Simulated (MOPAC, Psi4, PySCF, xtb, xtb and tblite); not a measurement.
Two geometries of SMILES [OH2]->[Mg+2](<-[OH2])(<-[OH2])(<-[OH2])(<-[OH2])<-[OH2] (charge +2), relaxed at GFN2-xTB with one dihedral held; other torsions can differ between them too.

Structure A

```
19

Mg    -0.0008     0.0040     0.0100
O     -0.6991     1.6034    -0.9116
H     -0.2617     2.0991    -1.6108
H     -1.4920     2.0970    -0.6798
O      1.5641     1.0335     0.6375
H      1.7092     1.9831     0.5797
H      2.3173     0.6689     1.1127
O      1.0018    -0.4967    -1.6153
H      0.6424    -0.9486    -2.3849
H      1.9235    -0.3053    -1.8142
O     -0.9953     0.4899     1.6427
H     -1.8767     0.1923     1.8884
H     -0.6990     1.0804     2.3422
O     -1.5594    -1.0208    -0.6331
H     -2.2208    -0.7228    -1.2653
H     -1.7794    -1.9311    -0.4119
O      0.6910    -1.6048     0.9184
H      1.2049    -2.3116     0.5154
H      0.5669    -1.8450     1.8420
```

Structure B

```
19

Mg     0.0063     0.0229    -0.0047
O     -0.6558     1.6405    -0.9205
H     -1.3611     2.2231    -0.6219
H     -0.3583     1.9804    -1.7702
O      1.5295     1.0564     0.7053
H      2.2476     0.7234     1.2524
H      1.6868     1.9983     0.5863
O      1.0744    -0.4442    -1.5973
H      1.9840    -0.1854    -1.7755
H      0.7863    -0.9739    -2.3472
O     -1.0604     0.4878     1.5884
H     -0.7833     1.0522     2.3169
H     -1.9568     0.2003     1.7875
O     -1.5143    -1.0109    -0.7212
H     -1.7048    -1.9386    -0.5506
H     -2.1992    -0.6939    -1.3183
O      0.6712    -1.5918     0.9135
H      0.4682    -1.8648     1.8136
H      1.2665    -2.2554     0.5513
```

### Question
Which is lower in energy at the level wB97X-D/def2-TZVP // GFN2-xTB (Psi4), and by how much?

### Answer
B is lower, by 3.25 kJ/mol (dihedral O5–Mg1–O2–H3: 60° in A, -100° in B).

E(B) − E(A) in kJ/mol at the other levels, on the same two geometries: GFN2-xTB (xtb and tblite) -0.65; PBE0/def2-TZVP // GFN2-xTB (Psi4) -3.38; PBE0-D3(BJ)/def2-TZVP // GFN2-xTB (Psi4) -3.39; PBE/def2-TZVP // GFN2-xTB (Psi4) -3.46; PBE-D3(BJ)/def2-TZVP // GFN2-xTB (Psi4) -3.47; PM3, restricted, heats of formation // GFN2-xTB (MOPAC) -1.58; AM1, restricted, heats of formation // GFN2-xTB (MOPAC) -0.81; GFN1-xTB // GFN2-xTB (xtb) -1.14; restricted B3LYP/6-31G*, spherical d, density fitting // GFN2-xTB (PySCF) -3.35; restricted LDA (SVWN5)/6-31G*, spherical d, density fitting // GFN2-xTB (PySCF) -3.68; restricted Hartree-Fock/LANL2DZ, with its core potentials past Ne // GFN2-xTB (PySCF) -3.87; restricted Hartree-Fock/STO-3G // GFN2-xTB (PySCF) -1.73.
